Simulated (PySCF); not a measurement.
Input of a run (PBE0-D3(BJ)/def2-SVP geometry optimisation, gas phase (PySCF 2.14.0)), started from GFN2-xTB:
```
{"job": {"xc": "PBE0", "basis": "def2-SVP", "d3": "d3bj", "grid": 1, "kind": "geom"}, "charge": 0, "multiplicity": 1}
N      3.737251     1.205384     1.060797
C      2.749760     0.746222     0.700335
C      1.563879     0.155515     0.240427
C      1.391530    -1.005800    -0.479067
C      0.006640    -1.125616    -0.685471
C     -0.577715    -0.040172    -0.084022
Ge    -2.387783     0.605248     0.146598
O      0.367463     0.734528     0.476620
H      2.165310    -1.669456    -0.807981
H     -0.503341    -1.908785    -1.210602
H     -3.220879     0.140591    -0.996564
H     -2.336643     2.089755     0.204234
H     -2.959861     0.073072     1.416968
```

Output (energies in Eh, forces in Eh/bohr):
```
step   0  E = -2399.34101935  max force = 0.029294
step   1  E = -2399.34488233  max force = 0.004298
step   2  E = -2399.34508770  max force = 0.002105
step   3  E = -2399.34507860  max force = 0.002765
step   4  E = -2399.34515616  max force = 0.000866
step   5  E = -2399.34517872  max force = 0.000689
step   6  E = -2399.34521010  max force = 0.000605
step   7  E = -2399.34525716  max force = 0.000492
step   8  E = -2399.34531746  max force = 0.000400
step   9  E = -2399.34539548  max force = 0.000424
step  10  E = -2399.34548538  max force = 0.000380
step  11  E = -2399.34555257  max force = 0.000730
step  12  E = -2399.34555865  max force = 0.000369
optimisation converged
```

Summarise the run.

The energy falls by 2.8 kcal/mol over 13 energy and gradient evaluations, the largest force component goes from 0.0293 to 3.7e-04 Eh/bohr, and the atoms move by 0.301 Å rms after alignment. The bond that changes most is Ge7–H12 (ends: germanium bonded to C and 3 H; Ge–H hydrogen), which lengthens by 0.049 Å. Bonds longer at the end by more than 0.005 Å: 10 of 13; shorter: 0. Among the angles that change most is Ge7–C6–O8, from 114.6° to 117.9°. Among the dihedrals that turn most is O8–C6–Ge7–H12, from 31° to 60°. The energy rose by more than 1e-6 Eh at step 3. The first step brought 85 % of the lowering.

What are the final bond lengths?

N1≡C2 1.160 Å, C2–C3 1.416 Å, C3–C4 1.372 Å, C4–C5 1.421 Å, C5–C6 1.374 Å, C6–Ge7 1.942 Å, C6–O8 1.353 Å, C3–O8 1.353 Å, C4–H9 1.087 Å, C5–H10 1.088 Å, Ge7–H11 1.535 Å, Ge7–H12 1.535 Å, Ge7–H13 1.535 Å. Numbering counts from 1 in the input's order; the species is `N#Cc1cc[c]([GeH3])o1`.

The run used 155 basis functions and 94 SCF cycles in all. Cost: about 4 min of CPU time on one thread; the machine was shared, so the figure is rough.

Whether it is a minimum is left open (no frequencies).
